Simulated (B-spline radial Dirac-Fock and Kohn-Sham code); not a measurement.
Elastic scattering of 515 eV electrons by atomic zirconium

Calculated with a radial atomic solver, using relativistic (Dirac) partial waves in the static field of the Dirac-Fock atom with Furness-McCarthy exchange, without polarisation or absorption potentials.

```
θ (°)  dσ/dΩ (Å²/sr)  Sherman function
    0           60.3             0.000
  0.5           59.9             0.000
    1           58.5             0.000
    2           53.5             0.000
    4           38.5             0.000
    8           14.2             0.000
   12           5.22            -0.001
   16           2.30            -0.001
   24          0.660             0.000
   32          0.312             0.005
   45          0.147             0.013
   60         0.0575            -0.007
   75         0.0287            -0.053
   90         0.0455            -0.005
  105         0.0454             0.032
  120        0.00926             0.115
  135         0.0146            -0.096
  150          0.137            -0.026
  165          0.321            -0.009
  180          0.410             0.000
```

The total elastic cross section is 4.21 Å², the first transport cross section 0.932 Å² and the second, weighted with (3/2) sin²θ, 0.824 Å². The mean deflection is ⟨1 − cos θ⟩ = 0.221, and 9.7 % of the collisions scatter beyond 90°.

On this grid of angles the cross section has minima near 75°, 120°, from interference among the few low partial waves with large phase shifts.
